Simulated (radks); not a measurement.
Results of a calculation; reference values are marked as such.
Trend from Lu to Hg: ionisation energy by Delta-SCF between NIST ground configurations, and size. Level of theory: Dirac Kohn-Sham, PBE, spin-unpolarised, spherical densities, finite nucleus; open shells fill j = l - 1/2 first; Fermi nuclear charge, rms radius of each element as measured or else 0.836 A^(1/3) + 0.57 fm (a radial shooting solver on a logarithmic mesh with Libxc functionals).

species	configuration	IE (eV)	NIST (eV)	kind	-e(HOMO) (eV)	outermost	<r> outermost (bohr)	r at 0.001 e/bohr^3 (bohr)
Lu	[Xe] 4f14 5d1 6s2	5.449	5.426	exp.	1.867 (5d3/2)	6s1/2	3.66	5.06
Hf	[Xe] 4f14 5d2 6s2	6.697	6.825	exp.	2.821 (5d3/2)	6s1/2	3.47	4.98
Ta	[Xe] 4f14 5d3 6s2	8.368	7.550	exp.	3.740 (5d3/2)	6s1/2	3.32	4.89
W	[Xe] 4f14 5d4 6s2	8.763	7.864	exp.	4.648 (5d3/2)	6s1/2	3.20	4.79
Re	[Xe] 4f14 5d5 6s2	9.157	7.834	exp.	4.808 (5d5/2)	6s1/2	3.09	4.70
Os	[Xe] 4f14 5d6 6s2	9.510	8.438	exp.	5.675 (5d5/2)	6s1/2	2.99	4.61
Ir	[Xe] 4f14 5d7 6s2	9.833	8.967	exp.	6.292 (6s1/2)	6s1/2	2.91	4.53
Pt	[Xe] 4f14 5d9 6s1	9.187	8.959	exp.	5.603 (5d5/2)	6s1/2	2.94	4.36
Au	[Xe] 4f14 5d10 6s1	9.420	9.226	exp.	5.775 (6s1/2)	6s1/2	2.87	4.28
Hg	[Hg]	10.694	10.438	exp.	6.823 (6s1/2)	6s1/2	2.70	4.31

Reference values: NIST Atomic Spectra Database (exp. = measured, semi-emp. = semi-empirical, theory = theoretical value adopted there). Spin polarisation and multiplet splitting are left out, so open shells lie too high by an amount that depends on their filling.

Beside tabulated values, note that spin-unpolarised runs miss the spin-polarisation part of the exchange energy of open shells.
